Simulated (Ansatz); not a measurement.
Isolated molecules relaxed with PBE0-D4/def2-TZVP in Ansatz; ΔE leaves out vibrations. CBS: MP2 limit from def2 TZ/QZ plus the TZ coupled-cluster correction, frozen cores. This one scheme is used for every species. Functionals use def2-TZVPP. For Se outer-core shells are correlated without core-valence functions, which leaves a few kJ/mol of doubt a bond. Scalar relativity is left out up to krypton. One conformer a species, not always the lowest.

Consider the substitution at a C–Si bond: `N[SiH2]C(=O)O` + H₂Se → `O=C(O)[SeH]` + `N[SiH3]`.

| level | ΔE (eV) |
| --- | --- |
| PBE-D4 | 0.13 |
| HF/CBS(def2) | 0.23 |

(1) What does CCSD(T)/CBS give? (Estimate.)

Largest T1 diagnostic among the species: 0.015.

Results:

(1) Ansatz gave: +0.22 eV. The listed levels differ from it by -0.09, 0.01 eV.
